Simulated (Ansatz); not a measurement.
Consider the cleavage of the Al–Ge bond: `[Cl][Al]([Cl])[GeH3]` + H₂Se → `[Cl][Al]([Cl])[SeH]` + GeH₄.

Isolated molecules relaxed with PBE0-D4/def2-TZVP in Ansatz; ΔE leaves out vibrations. CBS: MP2 limit from def2 TZ/QZ plus the TZ coupled-cluster correction, frozen cores. DFT in def2-TZVPP. HSE06 is defined as in plane-wave codes. For Ge, Se outer-core shells are correlated without core-valence functions, which leaves a few kJ/mol of doubt a bond. Scalar relativity is left out up to krypton. Each species was taken in one conformer, which may not be the lowest.

```
             level  ΔE (kJ/mol)  difference from CCSD(T)/CBS
         revPBE-D4        -79.0                          7.5
         r2SCAN-D4        -86.4                          0.1
           PBE0-D4        -81.2                          5.3
          HSE06-D4        -81.2                          5.3
           ωB97X-V        -84.4                          2.1
            B2PLYP        -85.6                          0.9
          PBE-QIDH        -88.0                         -1.5
               PBE        -75.3                         11.2
              BLYP        -76.1                         10.4
           r2SCANh        -87.0                         -0.5
         CAM-B3LYP        -83.3                          3.2
RPA@PBE/def2-TZVPP        -81.6                          4.9
     CCSD/def2-SVP        -85.7                          0.8
SCS-MP2/def2-QZVPP        -92.4                         -5.9
     MP2/CBS(def2)        -94.9                         -8.4
    CCSD/CBS(def2)        -86.5                          0.0
       CCSD(T)/CBS        -86.5                            0
```

(1) What do rigid-rotor, harmonic-oscillator terms from PBE0-D4/def2-TZVP frequencies (298.15 K, 1 bar) make of the CCSD(T)/CBS value? (An estimate is asked.)

Largest T1 diagnostic among the species: 0.012.

Answers

(1) Ansatz gave: ΔZPE = +3.4 kJ/mol, ΔH = -85.4 kJ/mol, ΔS = -34 J/(mol·K), ΔG = -75.4 kJ/mol. Modes under 50 cm⁻¹ make the entropy rough.

Leaving LDA and LC-ωPBE aside and taking each functional with its dispersion term where it has one, the values, not all of them listed here, spread over 12.0 kJ/mol, from B97M-V to PBE-D4. From PBE to PBE0 (25 % exact exchange), in def2-TZVPP and without D4, ΔE moves by −5.0 kJ/mol.
